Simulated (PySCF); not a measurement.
All values below come from TPSSh-D3(BJ)/def2-TZVP // CAM-B3LYP-D3(BJ)/def2-TZVP run with PySCF. All species are isolated molecules in the gas phase. Delta-SCF ions had no search for a lower state. Excitations are Tamm–Dancoff values on a coarser integration grid. The basis has no diffuse functions, so Rydberg states are missing or too high.

Reference species (SMILES): `C=C=C=C` (neutral, multiplicity 1).

The vertical ionisation energy (Delta-SCF) comes out as 9.10 eV and the S1 oscillator strength is 0.000. The HOMO–LUMO gap is 4.56 eV. The S1–T1 gap (TDA) comes out as 1.33 eV.

Changed species: `C=C1C=C1`.

**Question.** What does the change do to the vertical ionisation energy (Delta-SCF), S1 oscillator strength, HOMO–LUMO gap and S1–T1 gap (TDA)?

**Answer.** the vertical ionisation energy (Delta-SCF) drops by 0.98 eV, to 8.12 eV; the S1 oscillator strength increases by 0.015, to 0.015; the HOMO–LUMO gap falls by 0.16 eV, to 4.40 eV; the S1–T1 gap (TDA) falls by 0.31 eV, to 1.02 eV.
